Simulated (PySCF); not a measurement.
Species: C5H3F3S.
SMILES with atom numbers: `[CH:1]#[C:2][C:3](=[CH2:4])[S:5][C:6]([F:7])([F:8])[F:9]` (hydrogens: H10 on C1; H11, H12 on C4)

The geometry is computed with GFN2-xTB (gas phase).

Problem. List the bond lengths, angles and torsions at this level.

Solution. 
```csv
bond,length (bohr),order
C1≡C2,2.270,triple
C2–C3,2.658,single
C3=C4,2.512,double
C3–S5,3.403,single
S5–C6,3.451,single
"C6–F7, C6–F8, C6–F9",2.518,single
C1–H10,1.982,single
C4–H11,2.032,single
C4–H12,2.033,single
```

Bonds in one row agree within 0.02 bohr and their mean is given. Orders are formal, as drawn. A selection of angles:
```csv
angle,degrees
C1–C2–C3,177.3
C2–C3–C4,125.0
C2–C3–S5,116.0
C4–C3–S5,118.9
C3–S5–C6,100.1
S5–C6–F7,112.5
S5–C6–F8,109.0
F7–C6–F8,107.6
```

Torsions: C2–C3–S5–C6 -36° (synclinal); C3–S5–C6–F7 -45° (synclinal). The mirror-image conformer, all signs reversed, is as good.

The C–S distances run from 1.801 Å (C3–S5, drawn single) to 1.826 Å (S5–C6, drawn single), a spread of 0.025 Å. Of the pairs four or more bonds apart, C2···F7 is among the closest relative to their van der Waals radii: 2.92 Å, 92 % of the sum of Bondi's values. The C–C distances run from 1.201 Å (C1≡C2, drawn triple) to 1.407 Å (C2–C3, drawn single), a spread of 0.206 Å. All 3 C–F bonds measure 1.331 to 1.334 Å.

Point group: C1 (no symmetry element, even within 0.4 Å). No frequency check. One conformer, not necessarily the lowest.
